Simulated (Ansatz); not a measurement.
Relaxation of BrH₅OSi (8 atoms, charge 0, multiplicity 1), to a largest force component of 0.03 eV/Å in at most 50 steps.

The calculation used RKS PBE/def2-SVP (Ansatz 0.2.0).

```xyz
8
Properties=species:S:1:pos:R:3
Si -0.969 -0.041 0.026
Br 2.606 -0.091 -0.499
H -0.980 -1.367 -0.696
H -2.375 0.368 0.344
O -0.137 -0.080 1.481
H 1.471 0.629 -1.126
H -0.413 0.933 -0.905
H 0.796 -0.352 1.375
```

Problem. Where does it end, and by what steps?

Solution. The run converged. After 9 steps the energy has fallen by 0.070 eV; H6 moved furthest, 0.32 Å.

| step | energy less start (eV) | largest force component (eV/Å) | accepted |
| --- | --- | --- | --- |
| 0 | 0.0000 | 0.810 | yes |
| 1 | -0.0580 | 0.267 | yes |
| 2 | -0.0643 | 0.143 | yes |
| 3 | -0.0662 | 0.067 | yes |
| 4 | -0.0678 | 0.042 | yes |
| 5 | -0.0685 | 0.039 | yes |
| 6 | -0.0694 | 0.088 | yes |
| 7 | -0.0699 | 0.049 | yes |
| 8 | -0.0701 | 0.046 | yes |
| 9 | -0.0703 | 0.014 | yes |

```xyz
8
Properties=species:S:1:pos:R:3
Si -1.082 -0.087 0.040
Br 2.805 -0.035 -0.439
H -1.214 -1.423 -0.646
H -2.435 0.400 0.460
O -0.138 -0.135 1.425
H 1.774 0.718 -1.107
H -0.517 0.878 -0.988
H 0.807 -0.316 1.254
```

Whether the end is a true minimum wasn't checked by a vibrational analysis.

Time of the run: 4.8 s on 2 threads of AMD EPYC 9R45 96-Core Processor (Zen 5) (shared host), peak memory 0.14 GiB.
